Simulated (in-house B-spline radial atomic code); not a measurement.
Settings and results of a run for Au⁴⁺. Computed with a B-spline radial code for spherical atoms: scalar-relativistic (X2C) wB97X, spin-polarised, spherical fractional occupations, exact exchange averaged over the configuration, Fermi nucleus of rms radius 5.4371 fm.

Command:
```bash
python run_scf.py task.json out
```
Settings (nuclear radius in fm, mass in u):
```
Z                79
configuration    [Xe] 4f14 5d7
hamiltonian      x2c
method           wb97x
spin_polarised   True
nucleus          fermi
rms_radius       5.4371
atomic_mass      196.96657
speed_of_light   137.035999084
exact_exchange   averaged over the configuration
```

Output (hartree, bohr):
```
 radial grid: 69 intervals, B-splines of order 8, outer radius 30.8511 bohr

 iter        energy (Eh)    residual
    1      -19008.941840    6.85e-01
    2      -19011.410661    1.36e-01
    3      -19011.744679    3.86e-02
    4      -19011.771316    1.47e-02
    5      -19011.775085    4.27e-03
    6      -19011.775463    5.79e-04
    7      -19011.775466    3.47e-04
    8      -19011.775468    4.06e-05
    9      -19011.775468    5.88e-06
   10      -19011.775468    6.86e-07

 total energy                    -19011.77547
 kinetic                           21852.2737
 electron-nucleus                 -47768.8331
 Hartree                            7273.7430
 exact exchange                      -67.4831
 exchange-correlation               -301.4760

 orbital      occ     eigenvalue          <r>       <r^2>       <1/r>       r_max
 1s up      1.000     -2963.3838    0.0160221  0.00036251     106.407    0.009431
 1s down    1.000     -2963.3841    0.0160221 0.000362509     106.407    0.009431
 2s up      1.000      -525.4168     0.070261  0.00590882     24.9972     0.05999
 2s down    1.000      -525.4054    0.0702606  0.00590876     24.9975     0.05998
 2p up      3.000      -456.5247    0.0636112  0.00496441     20.2997     0.04915
 2p down    3.000      -456.5149    0.0636105  0.00496431     20.2999     0.04915
 3s up      1.000      -126.0275     0.183249   0.0385519     8.96888      0.1698
 3s down    1.000      -126.0233     0.183245   0.0385499     8.96898      0.1698
 3p up      3.000      -105.8802     0.184213   0.0394654     7.73047      0.1687
 3p down    3.000      -105.8754     0.184208   0.0394628     7.73056      0.1687
 3d up      5.000       -83.4173     0.167646   0.0329193     7.15378      0.1375
 3d down    5.000       -83.4082      0.16765   0.0329205     7.15356      0.1375
 4s up      1.000       -29.1973     0.407017    0.187159     3.73501      0.3833
 4s down    1.000       -29.1870     0.407085    0.187214     3.73393      0.3833
 4p up      3.000       -22.5317      0.43237    0.212673     3.26339      0.4024
 4p down    3.000       -22.5225     0.432424    0.212701     3.26246      0.4025
 4d up      5.000       -14.2697     0.458306    0.242843     2.89363      0.4109
 4d down    5.000       -14.2580     0.458339    0.242819      2.8928       0.411
 5s up      1.000        -6.1731     0.927592    0.963999     1.48983      0.8517
 5s down    1.000        -6.0875     0.922992    0.955007     1.50092      0.8481
 5p up      3.000        -4.3697      1.05686     1.25793     1.25744      0.9514
 5p down    3.000        -4.2524      1.05278     1.24987     1.26593      0.9461
 4f up      7.000        -5.1923     0.498113    0.300522     2.46318      0.3759
 4f down    7.000        -5.1784      0.49646    0.297926     2.46768      0.3758
 5d up      5.000        -2.2243      1.37003     2.14609    0.943672       1.167
 5d down    2.000        -2.1335      1.38895     2.21464    0.934203       1.167
```

Cost of the run: 4.3 s on 1 thread of Intel(R) Xeon(R) Platinum 8488C, with other jobs on the host.

One-electron X2C: radii and densities carry no picture-change correction, so inner-shell <1/r> comes out high (for 1s by about 2 % at Z = 33, 5 % at 54, 10 % at 75, 30 % at 118) and <r> low.
